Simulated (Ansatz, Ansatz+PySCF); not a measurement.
```xyz
5

B    -0.1973    0.5645    0.1896
H     2.3911   -7.8449   -2.6017
H     0.9403    0.7851   -0.1933
H    -0.2935    0.2275    1.3716
H    -1.1674    0.9696   -0.4123
```

Basis set: def2-SVP (spherical functions). Correlated methods keep 1 orbital frozen. Charge 0, multiplicity 2.

Computed with Ansatz (development build ahead of 0.2.0); each method stands on the lowest determinant of its kind that the runs found.

Question: Give the atomization energy at this shape (free ground-state atoms in the same class of orbitals less the molecule, no zero-point energy) of doublet BH₄ in separate pieces by PBE0 (unrestricted), UHF-MP2, UHF.

Answer:

```tsv
method	atomization energy
PBE0 (unrestricted)	12.02 eV
UHF-MP2	11.56 eV
UHF	10.01 eV
```

Caution for PBE0 (unrestricted): charge can spread falsely over distant fragments.
